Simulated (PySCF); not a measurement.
GeH4, SMILES [GeH4].

Geometry optimised at ωB97X-D3(BJ)/def2-TZVPD. The isomer is the one that the SMILES or the coordinates give; other isomers of the formula were not compared.

Vertical ionisation energy (IE) and electron affinity (EA) in eV. Rows of orbital energies are one-electron estimates. Where ΔSCF, EOM or ADC give a negative EA the extra electron is unbound and the value depends on the basis.

```json
[
 {"level": "−ε(HOMO), −ε(LUMO), HF/def2-TZVPD (PySCF)", "IE": "12.87", "EA": "-2.09"},
 {"level": "−ε(HOMO), −ε(LUMO), PBE0/def2-TZVPD (PySCF)", "IE": "9.65", "EA": "-0.25"},
 {"level": "ADC(2)/aug-cc-pVDZ (PySCF)", "IE": "?", "EA": "?"}
]
```

Some entries are withheld; supply them. (An estimate is asked for; the answer gives what the named calculation found.)


- ADC(2)/aug-cc-pVDZ (PySCF), IE: 12.31
- ADC(2)/aug-cc-pVDZ (PySCF), EA: -0.76

Beyond the first one, list the lowest photoelectron lines from ADC(2)/aug-cc-pVDZ run with PySCF with their pole strengths (two spins summed). (The exact figures need the calculation; the answer reports its results.)

18.83 eV (1.79).
